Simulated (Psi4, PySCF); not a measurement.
Two rigid molecules brought together: C4H4S ··· H6B3N3 (SMILES c1ccsc1 and B1NBNBN1). Monomers: optimised at B3LYP-D3(BJ) (def2-TZVP), held rigid. Orientation: lowest of the rigid-body minima from ten starts at GFN2-xTB. The monomers approach along the line of their centres of mass (distance R); nothing else relaxes. The table gives interaction energies.

| R / Å | A | B | C |
|---|---|---|---|
| 2.91 | 23.24 | 57.12 | 77.61 |
| 3.05 | 1.19 | 28.18 | 44.06 |
| 3.27 | -14.84 | 3.42 | 16.73 |
| 3.48 | -18.63 | -6.66 | 5.89 |
| 3.64 | -17.92 | -9.65 | 2.35 |
| 3.84 | -15.17 | -10.48 | 0.53 |
| 4.19 | -9.43 | -8.79 | -0.15 |
| 4.51 | -5.17 | -6.56 | -0.12 |
| 4.95 | -1.61 | -4.07 | -0.04 |
| 5.69 | — | -1.76 | 0.00 |
| 6.68 | — | -0.62 | 0.00 |
| 7.94 | — | -0.20 | 0.00 |

Energies in kJ/mol.

Which curve belongs to which method? The methods are restricted Hartree-Fock/STO-3G, no counterpoise correction (PySCF 2.14.0); PySCF with restricted LDA (SVWN5)/6-31G*, spherical d, no counterpoise correction; SAPT0/jun-cc-pVDZ, frozen core (Psi4 1.11).

A is RKS-LDA (SVWN5)/6-31G*; B is SAPT0/jun-cc-pVDZ; C is RHF/STO-3G.

Dashes: no converged value, or the column stops at the first point that the program doubted or that broke a chosen test of continuity, which isn't proof of a fault.
